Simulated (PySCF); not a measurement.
## Electron correlation in N (nitrogen, neutral)

[He] 2s2 2p3, high-spin 4S determinant. Computed with PySCF 2.14 in def2-TZVPPD, with the non-relativistic Hamiltonian (point nucleus). Frozen: nothing; 7 electrons correlated.

| level | correlation energy (mhartree) |
| --- | --- |
| CCSD | -129.29 |
| (T) | -2.47 |
| CCSD(T) | -131.76 |
| CCSDT | -132.11 |

Diagnostics: T1 = 0.0055, D1 = 0.0136, largest double amplitude 0.034.

**Question.** Is a single reference adequate?

**Answer.** Yes: T1 lies below 0.03 and no double amplitude reaches 0.07.

This basis was not built for core-valence correlation, so the inner-shell part is incomplete.
